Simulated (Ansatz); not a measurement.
Reaction (ligand exchange at the Si–N bond): `CN[Si](F)(F)F` + HI → `F[Si](F)(F)I` + CH₃NH₂

Isolated molecules relaxed with PBE0-D4/def2-TZVP in Ansatz; ΔE leaves out vibrations. CCSD(T)/CBS is the MP2 limit (def2-TZVPP, def2-QZVPP) plus CCSD(T) − MP2 in def2-TZVPP, frozen cores. Functionals use def2-TZVPP. B3LYP here is the variant with VWN-RPA as its local correlation; programs differ in this. HSE06 is defined as in plane-wave codes. def2 core potentials past Kr. For I outer-core shells are correlated without core-valence functions, which leaves a few kJ/mol of doubt a bond. One conformer a species, not always the lowest.

Question: Is it downhill or uphill in electronic energy at CCSD(T)/CBS, and by how much? (Estimate.)

Answer: Computed: Uphill: ΔE = +6.5 kJ/mol.

Question: What do these levels give: LDA (SPW92), r2SCANh-D4, B2PLYP, r2SCAN, B3LYP, HSE06, BHLYP, CAM-B3LYP, RPA@PBE/def2-TZVPP, CCSD(T)/def2-SVP, HF/def2-TZVPP, CCSD/CBS(def2)? (Estimate.)

Answer: The calculation gave: LDA (SPW92) 10.9, r2SCANh-D4 7.1, B2PLYP 10.1, r2SCAN 5.3, B3LYP 10.1, HSE06 2.4, BHLYP 16.1, CAM-B3LYP 16.9, RPA@PBE/def2-TZVPP 15.9, CCSD(T)/def2-SVP 24.3, HF/def2-TZVPP 19.8, CCSD/CBS(def2) 8.9 kJ/mol.

Largest T1 diagnostic among the species: 0.011.

In def2-TZVPP, CCSD(T) changes the Hartree–Fock value by −5.2 kJ/mol (the triples alone add −2.4 kJ/mol) and MP2 by −12.8 kJ/mol. Leaving LDA and LC-ωPBE aside and taking each functional with its dispersion term where it has one, the values, not all of them listed here, spread over 19.0 kJ/mol, from PBE-D4 to CAM-B3LYP-D4. LDA lies +13.3 kJ/mol from PBE without D4.
